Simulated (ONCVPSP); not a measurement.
Potentials for silver (Ag) compared

Generated with ld1.x 7.5 (TM, RRKJ, ultrasoft, PAW), atompaw 4.2 or ONCVPSP 4.0.1. The cutoff is in Ry: for ld1.x and atompaw files where the sum of valence levels is converged to 10 mRy in a Bessel basis, for ONCV files where the hardest occupied wave has 1 mHa per electron of residual kinetic energy. The error is the largest all-electron minus pseudo excitation energy over each file’s own four to seven test configurations (ionisations up to +4, promotions, holes and added fractions of an electron), all of which were solved. The labels leave out finer settings (local radius, basis sizes, second energies), which also bear on the numbers. Spin-polarised tests are not counted. The rows are a selection from randomly drawn settings: files with unsolved tests, undetermined cutoffs or missed reference levels are left out.

A true bound ghost makes a file unfit for plane-wave use even where its test errors are small: the radial tests pick states by their node count and pass the ghost by.

```tsv
potential	cutoff (Ry)	largest error (meV)	bound ghosts
ONCV, LDA (Perdew-Zunger), scalar-relativistic, rc 1.45/1.55/2.00 (spd), local smoothed, core correction yes, reference 4s2 4p6 4d10 5s0.5, qcut 6.4/9.9/6.6, projectors 2/2/2	127	+23	none
ONCV, PBEsol, scalar-relativistic, rc 1.35/1.65/1.35 (spd), local d, core correction no, reference 4s2 4p6 4d10 5s1, qcut 8.3/8/6.4, projectors 2/3/0	160	-20	none
ONCV, LDA (Perdew-Wang 92), scalar-relativistic, rc 1.25/0.95/1.50 (spd), local smoothed, core correction yes, reference 4s2 4p6 4d10 5s1, qcut 8.5/7.2/8.3, projectors 3/2/2	509	-2.6	none
ONCV, LDA (Perdew-Wang 92), fully relativistic, rc 1.70/1.00/1.55/1.35 (spdf), local smoothed, core correction yes, reference 4s2 4p6 4d10 5s1, qcut 9.3/7.6/11.5/8.9, projectors 3/2/3/1	423	+3.7	none
ONCV, PBE, scalar-relativistic, rc 2.40/2.25/1.65 (spd), local smoothed, core correction yes, reference 4d9 5s2, qcut 2.6/3.2/7.5, projectors 2/1/2	51	-165	s, p
```

Fill in the row for Ag: ONCV, PBEsol, scalar-relativistic, rc 1.55/1.35/1.45 (spd), local smoothed, core correction no, reference 4s2 4p6 4d10 5s0.5, qcut 8.8/8.8/9.7, projectors 3/2/3.

cutoff 64 Ry, largest error -2.8 meV, bound ghosts: none.

Fill in the row for Ag: ONCV, LDA (Perdew-Wang 92), scalar-relativistic, rc 2.15/2.25/1.75 (spd), local smoothed, core correction yes, reference 4d10 5s1, qcut 2.5/4.2/10.7, projectors 2/2/2.

cutoff 65 Ry, largest error -116 meV, bound ghosts: none.

Fill in the row for Ag: ONCV, LDA (Perdew-Wang 92), scalar-relativistic, rc 2.70/2.70/1.55/2.60 (spdf), local smoothed, core correction yes, reference 4d10 5s1, qcut 2.4/3.5/11.6/4.8, projectors 2/2/1/2.

cutoff 72 Ry, largest error -373 meV, bound ghosts: s.
